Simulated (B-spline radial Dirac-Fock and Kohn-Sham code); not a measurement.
Relativistic shifts of the levels of Ag³⁴⁺

System: silver as Ag³⁴⁺, configuration [Ne] 3s2 3p1.

Both columns are ΔSCF binding energies of the configuration average from a B-spline atomic structure program: non-relativistic Hartree-Fock with a point nucleus, and Dirac-Fock with a finite nucleus and the Coulomb interaction alone, averaged over the two j levels with weights 2j+1.

| shell | Hartree-Fock (eV) | Dirac-Fock (eV) | shift (eV) | shift (%) |
| --- | --- | --- | --- | --- |
| 1s | 26784.7 | 27597.6 | +812.86 | +3.03 |
| 2s | 5499.7 | 5712.3 | +212.59 | +3.87 |
| 2p | 5253.1 | 5323.0 | +69.94 | +1.33 |
| 3s | 2166.8 | 2229.0 | +62.16 | +2.87 |
| 3p | 2096.6 | 2123.0 | +26.37 | +1.26 |

Relativity binds 1s, 2s, 2p, 3s, 3p more strongly, among those listed most of all 2s in relative terms.

Values without a named source are computed, but for edge energies of neutral atoms, which are taken from tables.
